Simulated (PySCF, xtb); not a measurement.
CH5BO2, SMILES O(C)BO.

GFN2-xTB run with xtb 6.7.1 at its own geometry gives an orbital gap of 7.44 eV and a dipole moment of 1.39 D.

Geometry: PBE0-D3(BJ)/def2-SVP. One conformer was computed; it need not be the lowest.

Q: What does PBE0/def2-TZVPD (PySCF) give? (An estimate is asked for; the answer gives what the named calculation found.)

A: gap 8.65 eV (levels -8.60 and 0.04 eV), dipole 1.19 D.
